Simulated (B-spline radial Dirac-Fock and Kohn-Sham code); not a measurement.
## Er⁴³⁺: scattering cross sections and density moments

System: erbium as Er⁴³⁺ in the configuration [Ar] 3d7.

These are calculated numbers from an atomic code on a B-spline grid; the model is relativistic Hartree-Fock (Dirac-Fock) wave functions, averaged over the configuration.

```
Sum of ⟨r⟩                          : 3.730 bohr
Sum of ⟨r²⟩                         : 0.7867 bohr²
Sum of ⟨1/r⟩                        : 392.05 per bohr
Langevin diamagnetic susceptibility : -0.623 × 10⁻⁶ cm³/mol
Lamb shielding (α²/3)Σ⟨1/r⟩         : 6959 ppm
```

Coherent scattering is the Thomson cross section weighted by f₀², without anomalous dispersion; incoherent scattering is Klein-Nishina weighted by S. The Lamb formula is the non-relativistic shielding expression. Electron correlation is left out. A dash stands where the photon energy is too low for the impulse approximation behind that column.

```tsv
hν (keV)	coherent (b)	incoherent (b)	incoherent per electron (b)
1	415.2	–	–
8.0478	378.3	–	–
17.4793	279.7	2.396	0.0958
20	253.0	2.900	0.116
50	87.26	6.921	0.277
100	30.93	8.802	0.352
200	9.452	8.735	0.349
500	1.746	6.895	0.276
```

Incoherent scattering overtakes coherent scattering between 200 and 500 keV.
